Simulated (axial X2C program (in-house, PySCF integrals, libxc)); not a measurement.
Bond lengths and stretching modes, held linear, of GeCN⁻

Calculated with an axial X2C code built on PySCF integrals: two-component X2C with atomic mean-field Coulomb and Gaunt terms, Gaussian nuclei, basis Ge dyall-v3z, C dyall-v3z, N dyall-av3z with contracted cores. Spin-free rows use the one-electron spin-free X2C Hamiltonian.

Masses Ge 73.921, C 12.000, N 14.003 u. States: 2c Ω = 1 (beyond evenly filled blocks: ω = -1/2, ω = 3/2); spin-free M_S = 1, Λ = 0 (beyond evenly filled blocks: π+α, π-α).

HF, 2c: energies above the lowest point

```json
{"r(Ge–C) (Å)": "1.9412", "r(C–N) (Å)": "1.1388", "E (meV)": "53.28"}
{"r(Ge–C) (Å)": "1.9412", "r(C–N) (Å)": "1.1680", "E (meV)": "70.89"}
{"r(Ge–C) (Å)": "1.9412", "r(C–N) (Å)": "1.1972", "E (meV)": "167.15"}
{"r(Ge–C) (Å)": "1.9910", "r(C–N) (Å)": "1.1388", "E (meV)": "12.94"}
{"r(Ge–C) (Å)": "1.9910", "r(C–N) (Å)": "1.1680", "E (meV)": "37.49"}
{"r(Ge–C) (Å)": "1.9910", "r(C–N) (Å)": "1.1972", "E (meV)": "142.40"}
{"r(Ge–C) (Å)": "1.9910", "r(C–N) (Å)": "1.2264", "E (meV)": "303.78"}
{"r(Ge–C) (Å)": "2.0408", "r(C–N) (Å)": "1.1388", "E (meV)": "0.00"}
{"r(Ge–C) (Å)": "2.0408", "r(C–N) (Å)": "1.1680", "E (meV)": "30.09"}
{"r(Ge–C) (Å)": "2.0408", "r(C–N) (Å)": "1.1972", "E (meV)": "142.36"}
{"r(Ge–C) (Å)": "2.0906", "r(C–N) (Å)": "1.1680", "E (meV)": "42.83"}
{"r(Ge–C) (Å)": "2.0906", "r(C–N) (Å)": "1.2264", "E (meV)": "338.10"}
```

**Question.** Fit a quadratic surface with cubic terms in each bond: where is the minimum, and what are the two stretching wavenumbers?

**Answer.** At HF, 2c: bonds 2.047 and 1.143 Å; harmonic stretches 321.6 and 2189.8 cm⁻¹; force constants 1.17, 18.8 and coupling 0.79 mdyn/Å.

The other levels and Hamiltonians give:

```
Hamiltonian  level  r(Ge–C) (Å)  r(C–N) (Å)  lower stretch (cm⁻¹)  upper stretch (cm⁻¹)
         2c   PBE0        1.988       1.167                 375.2                2128.1
         2c  TPSSh        1.994       1.173                 368.8                2075.7
  spin-free   PBE0        1.988       1.167                 375.6                2128.2
  spin-free     HF        2.046       1.143                 322.5                2189.4
  spin-free  TPSSh        1.994       1.173                 369.2                2075.7
```

Each state is one determinant, the lowest of a limited PBE0 search; the stretches come from a fit to these few points and carry an uncertainty of a few per cent. Other orders of the atoms were not compared. Left out for rough or failed fits: MP2 2c, MP2 spin-free. For an anion the highest level of a functional can be positive, and the basis then holds the extra electron. The molecule was held linear; bending was not examined, so a bent shape may lie lower. Open-shell Ω = 0 determinants with evenly filled partner blocks cannot be reached by this program, so the Ω shown need not be the lowest component. Note: several unpaired electrons, one determinant need not be a pure state.
